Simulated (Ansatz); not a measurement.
`C=CCCCCCCCC`. Total charge 0; spin multiplicity 1. Geometry: relaxed with PBE0-D4/def2-TZVP. It is one conformer, not always the lowest.

```xyz
30

C     0.754    3.037   -1.978
C     1.166    2.918   -0.723
C     1.541    1.651   -0.025
C     1.455    0.386   -0.860
C     1.830   -0.875   -0.088
C     0.873   -1.304    1.027
C    -0.285   -2.199    0.595
C    -1.315   -1.589   -0.352
C    -1.999   -0.326    0.156
C    -2.754   -0.516    1.462
H     0.501    4.005   -2.394
H     0.654    2.181   -2.637
H     1.245    3.819   -0.118
H     2.561    1.759    0.368
H     0.909    1.559    0.868
H     0.449    0.294   -1.277
H     2.129    0.486   -1.718
H     2.826   -0.719    0.343
H     1.940   -1.707   -0.793
H     0.489   -0.424    1.554
H     1.446   -1.859    1.776
H    -0.798   -2.554    1.496
H     0.130   -3.097    0.121
H    -2.082   -2.346   -0.551
H    -0.848   -1.382   -1.320
H    -1.264    0.477    0.275
H    -2.694    0.025   -0.614
H    -2.082   -0.771    2.286
H    -3.489   -1.322    1.377
H    -3.288    0.393    1.745
```

Question: What is the dipole moment at r2SCAN/def2-TZVPP? (Estimate.)

Answer: The calculation gave: 0.50 D, with components (0.14, -0.33, 0.34) D in this frame, pointing from negative to positive charge.

Question: And with PBE, B3LYP, ωB97M-V? (Best estimate.)

Answer: Ansatz gave: PBE 0.48 D, B3LYP 0.46 D, ωB97M-V 0.44 D.

Question: Give the Mulliken charges with r2SCAN, ωB97M-V, B3LYP in def2-TZVPP. (An estimate is asked.)

Answer: The calculation gave: 
```csv
atom,r2SCAN,ωB97M-V,B3LYP
C1,-0.19,-0.22,-0.22
C2,-0.15,-0.14,-0.16
C3,0.04,-0.10,-0.05
C4,-0.01,-0.24,-0.09
C5,-0.04,-0.20,-0.11
C6,-0.06,-0.21,-0.12
C7,-0.03,-0.22,-0.11
C8,-0.02,-0.22,-0.09
C9,0.00,-0.17,-0.09
C10,-0.17,-0.31,-0.27
H11,0.08,0.10,0.10
H12,0.06,0.08,0.08
H13,0.06,0.10,0.09
H14,0.03,0.10,0.06
H15,0.03,0.09,0.06
H16,0.02,0.10,0.05
H17,0.03,0.13,0.07
H18,0.02,0.10,0.06
H19,0.02,0.10,0.06
H20,0.02,0.09,0.05
H21,0.03,0.11,0.07
H22,0.02,0.11,0.06
H23,0.01,0.10,0.05
H24,0.02,0.11,0.06
H25,0.02,0.11,0.05
H26,0.01,0.09,0.05
H27,0.02,0.10,0.06
H28,0.04,0.09,0.07
H29,0.04,0.10,0.07
H30,0.04,0.11,0.08
```

B3LYP here is the variant with VWN-RPA as its local correlation; programs differ in this.
